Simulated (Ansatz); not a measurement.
CH$_{4}$F$_{2}$HfOSe, SMILES `C[Se][Hf]([OH])([F])[F]`. Total charge 0; spin multiplicity 1. Hf: def2 effective core potential.

```xyz
10

C     0.2653    1.7948    0.5751
Se    0.0546    0.2662    1.8041
Hf   -0.5505   -1.4408   -0.0258
O     0.7470   -1.3005   -1.4110
F    -0.6038   -3.1598    0.7858
F    -2.2523   -0.9916   -0.7597
H     0.9779    1.5579   -0.2122
H     0.6494    2.6168    1.1756
H    -0.6969    2.0757    0.1524
H     1.4093   -1.4186   -2.0843
```

Question: What are the harmonic wavenumbers in cm⁻¹ at PBE0-D4/def2-TZVP (Ansatz, finite differences of forces, unscaled)? (Estimate.)

Answer: The calculation gave: 16, 52, 73, 113, 122, 146, 160, 175, 203, 245, 263, 595, 636, 647, 717, 911, 916, 1303, 1467, 1471, 3079, 3180, 3182, 4015.

Question: Is this a minimum?

Answer: Yes, all 24 modes are real.

Question: Give the ideal-gas thermochemistry at 298.15 K and 1 bar (rigid rotor, harmonic oscillator; point group C1, symmetry number 1).

Answer: Zero-point energy 141.7 kJ/mol; H(298) − E = 172.6 kJ/mol; entropy 461.5 J/(mol·K), of which translation 181.1, rotation 125.1, vibration 155.3; G(298) − E = 35.0 kJ/mol. Modes under 100 cm⁻¹ are hindered rotations or soft bends, so the harmonic entropy is rough.

Question: And at 400, 500, 600, 800 and 1000 K?

Answer: 
| T (K) | H − E (kJ/mol) | S (J/mol/K) | G − E (kJ/mol) |
| --- | --- | --- | --- |
| 400 | 187.7 | 505.0 | -14.3 |
| 500 | 203.8 | 540.8 | -66.6 |
| 600 | 220.7 | 571.7 | -122.3 |
| 800 | 256.7 | 623.3 | -242.0 |
| 1000 | 294.6 | 665.6 | -371.0 |
